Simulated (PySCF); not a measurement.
Predicted microwave data (PBE0-D3(BJ)/def2-SVP geometry optimisation, gas phase (PySCF)) for one isomer of C2H9BN2:

* Rotational constants: A = 8799, B = 3583, C = 2631 MHz
* Dipole components: |μa| = 0.37 D, |μb| = 1.32 D, |μc| = 0.00 D
* Inertial defect: -6.39 u·Å²
* κ: -0.69

**Question.** Which candidate fits, each taken in the one conformer that was computed?
A. `[CH3:1][NH:2][B:3]([CH3:4])[NH2:5]` with C1–N2–B3–C4 -1°
B. `[H]/[N:5]=[CH:4]\[CH2:3][NH2+:2][BH3-:1]` with B1–N2–C3–C4 180°, N2–C3–C4–N5 179°
C. `CN(C)BN`
D. `[CH3:1][NH:2][BH:3][NH:4][CH3:5]` with C1–N2–B3–N4 -179°, N2–B3–N4–C5 -179°

**Answer.** C. It is CN(C)BN, an asymmetric top, point group Cs. The candidates at the same level (rigid rotor, commonest isotopes):

| SMILES | A (MHz) | B (MHz) | C (MHz) | μa (D) | μb (D) | μc (D) | Δ (u·Å²) | point group | rotor |
| --- | --- | --- | --- | --- | --- | --- | --- | --- | --- |
| CN(C)BN | 8799 | 3583 | 2631 | 0.37 | 1.32 | 0.00 | -6.39 | Cs | asymmetric top |
| CNB(C)N | 7533 | 3588 | 2507 | 0.17 | 1.26 | 0.03 | -6.35 | near Cs | asymmetric top |
| [H]/N=C\C[NH2+][BH3-] | 21504 | 2101 | 1989 | 2.94 | 1.56 | 0.00 | -10.02 | Cs | near-prolate asymmetric top |
| CNBNC | 26223 | 1975 | 1880 | 0.00 | 1.58 | 0.01 | -6.40 | – | near-prolate asymmetric top |

`CNBNC` has A 198 % too high; `CNB(C)N` has A 14 % too low; `[H]/N=C\C[NH2+][BH3-]` has A 144 % too high. In the right answer the mirror of this Cs structure is the ab plane, so μc vanishes by symmetry (the 0.01 D computed is a residue). No structure here is proved a minimum.
